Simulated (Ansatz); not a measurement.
Consider the ligand exchange at the Si–C bond: `CB[SiH2]CC` + H₂S → `CB[SiH2]S` + `CC`.

Gas-phase electronic energies from Ansatz, PBE0-D4/def2-TZVP geometries. CCSD(T)/CBS adds triple-zeta CCSD(T) − MP2 to the extrapolated MP2 energy (def2 sets, frozen cores). This one scheme is used for every species. DFT in def2-TZVPP. Each species was taken in one conformer, which may not be the lowest.

Question: Is it downhill or uphill in electronic energy at CCSD(T)/CBS, and by how much? (An estimate is asked.)

Answer: The calculation gave: Downhill: ΔE = -0.75 eV.

Question: What do these levels give: ωB97X-V, B2PLYP, PBE0, HF/def2-TZVPP, MP2/def2-TZVPP, SCS-MP2/def2-TZVPP, CCSD/def2-TZVPP, HF/def2-QZVPP, MP2/def2-QZVPP, SCS-MP2/def2-QZVPP, HF/CBS(def2), CCSD/CBS(def2)? (Estimate.)

Answer: Ansatz gave: ωB97X-V -0.75, B2PLYP -0.78, PBE0 -0.80, HF/def2-TZVPP -0.83, MP2/def2-TZVPP -0.76, SCS-MP2/def2-TZVPP -0.75, CCSD/def2-TZVPP -0.72, HF/def2-QZVPP -0.83, MP2/def2-QZVPP -0.77, SCS-MP2/def2-QZVPP -0.77, HF/CBS(def2) -0.83, CCSD/CBS(def2) -0.75 eV.

Largest T1 diagnostic among the species: 0.011.

In def2-TZVPP, CCSD(T) changes the Hartree–Fock value by +0.12 eV (the triples alone add +0.00 eV) and MP2 by +0.08 eV. The D4 term adds +0.04 eV with B3LYP and +0.02 eV with PBE0; it sums over pairs of atoms, weighted by their polarisabilities, and B3LYP, whose exchange is more repulsive, gets the larger term.

B3LYP here is the variant with VWN-RPA as its local correlation; programs differ in this.
